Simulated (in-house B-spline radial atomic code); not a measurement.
## How G0W0 and RPA depend on the start: Sb3+

Configuration [Kr] 4d10 5s2. Computed with an all-electron radial atomic-structure program (B-spline basis): all electrons, scalar-relativistic (spin-free one-electron X2C), finite nucleus, each spin shell either full or empty, empty states to l = 9 with an (l + 1/2)⁻⁴ tail; G0W0 by contour deformation at full frequency.

```tsv
start	mean-field 5s (eV)	G0W0 (eV)	QP weight	RPA correlation (Eh)
Hartree-Fock	-41.88	-43.86	0.971	-3.5435
LDA VWN5	-39.37	-44.27	0.950	-3.8546
PBE	-38.88	-44.21	0.950	-3.8483
PBE0	-39.87	-44.10	0.957	-3.7635
r2SCAN	-39.01	?	?	?
HSE06	-39.55	-44.14	0.955	-3.7714
B3LYP (VWN-RPA)	-39.93	-44.17	0.956	-3.7816
SCAN	-39.23	-44.19	0.954	-3.7944
TPSS	-38.69	-44.20	0.950	-3.8333
BHandHLYP	-40.93	-44.05	0.963	-3.686
CAM-B3LYP	-41.53	-44.11	0.963	-3.7444
LC-wPBE	-42.68	-44.01	0.968	-3.7434
wB97X	-42.45	-44.03	0.967	-3.7268
PBEsol	-38.95	-44.22	0.950	-3.8508
BLYP	-38.97	-44.25	0.950	-3.8499
r2SCAN0	-40.04	?	?	?
LDA exchange-only	-37.99	-44.32	0.950	-3.8536
```

(1) What G0W0 level, weight and RPA correlation energy follow from the r2SCAN0 start?

(2) What G0W0 level, weight and RPA correlation energy follow from the r2SCAN start?

(3) How much of the dependence on the start does G0W0 remove?

Results:

(1) G0W0 level -44.09 eV, weight 0.960, RPA correlation -3.728 hartree.

(2) G0W0 level -44.18 eV, weight 0.955, RPA correlation -3.7948 hartree.

(3) The mean-field levels span 4.68 eV and the G0W0 levels 0.454 eV. Against 43.804 ± 0.025 eV (NIST, measured) the G0W0 removal energies are off by +0.06 to +0.51 eV, with spin-orbit coupling, Breit and QED terms left out.
